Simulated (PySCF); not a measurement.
The vertical singlet excitations below were computed for one of the candidates. Computed with PySCF, TDDFT wB97X-D/def2-SVPD, vertical, gas phase, core orbitals frozen in the response. Geometries: PBE0-D3(BJ)/def2-SVP, one conformer each.

```json
{"state": "S1", "E (eV)": "5.33", "f": "0.0006", "main configurations (H = HOMO, L = LUMO)": "H→L (87%)"}
{"state": "S2", "E (eV)": "5.78", "f": "0.0038", "main configurations (H = HOMO, L = LUMO)": "H→L+1 (76%), H-3→L (13%)"}
{"state": "S3", "E (eV)": "6.19", "f": "0.0009", "main configurations (H = HOMO, L = LUMO)": "H-2→L (79%), H-1→L+1 (10%)"}
{"state": "S4", "E (eV)": "6.47", "f": "0.269", "main configurations (H = HOMO, L = LUMO)": "H-1→L (88%), H-2→L+1 (9%)"}
{"state": "S5", "E (eV)": "6.69", "f": "0.0040", "main configurations (H = HOMO, L = LUMO)": "H-1→L+1 (85%), H-2→L (12%)"}
{"state": "S6", "E (eV)": "6.94", "f": "0.012", "main configurations (H = HOMO, L = LUMO)": "H-3→L (78%), H→L+1 (18%)"}
{"state": "S7", "E (eV)": "7.19", "f": "0.0086", "main configurations (H = HOMO, L = LUMO)": "H-4→L (46%), H-3→L+1 (21%), H-5→L+1 (15%)"}
{"state": "S8", "E (eV)": "7.25", "f": "0.581", "main configurations (H = HOMO, L = LUMO)": "H-2→L+1 (76%), H-1→L (8%)"}
{"state": "S9", "E (eV)": "7.35", "f": "0.0075", "main configurations (H = HOMO, L = LUMO)": "H-5→L (71%), H-4→L+1 (10%)"}
{"state": "S10", "E (eV)": "7.39", "f": "0.0050", "main configurations (H = HOMO, L = LUMO)": "H-3→L+1 (63%), H-4→L (15%)"}
```

Question: Which candidate is it? All have the formula C4H8OSi2.
A. `O[SiH]1C=C[SiH2]C=C1`
B. `[SiH3]O[SiH]1C=CC=C1`
C. `[SiH3][SiH2]c1ccco1`
D. `C#C[C@@H]1C[SiH2]O[SiH2]1`

Answer: A. Its S1 lies at 5.33 eV; the nearest of the others has S1 at 5.77 eV. S1 is HOMO→LUMO (87%). Löwdin shares by element: HOMO carbon 54% (atoms not listed hold the other 46%); LUMO carbon 59% (atoms not listed hold the other 41%). At the same level the other candidates give, for their lowest levels:
- `[SiH3][SiH2]c1ccco1`: 5.77 eV (f 0.402); 6.36 eV (f 0.002); 6.76 eV (f 0.011); 6.80 eV (f 0.013); 7.03 eV (f 0.003); T1 3.91 eV; HOMO -8.50, LUMO 1.26 eV
- `C#C[C@@H]1C[SiH2]O[SiH2]1`: 6.24 eV (f 0.002); 6.63 eV (f 0.005); 6.80 eV (f 0.004); 7.00 eV (f 0.004); 7.27 eV (f 0.009); T1 5.37 eV; HOMO -9.24, LUMO 1.71 eV
- `[SiH3]O[SiH]1C=CC=C1`: 4.23 eV (f 0.042); 5.30 eV (f 0.004); 5.72 eV (f 0.007); 6.83 eV (f 0.019); 6.89 eV (f 0.000); T1 2.64 eV; HOMO -8.72, LUMO -0.08 eV

The values belong to the conformer `[OH:1][SiH:2]1[CH:3]=[CH:4][SiH2:5][CH:6]=[CH:7]1`: H–O1–Si2–C3 62°.
Triplets come from the Tamm–Dancoff approximation.
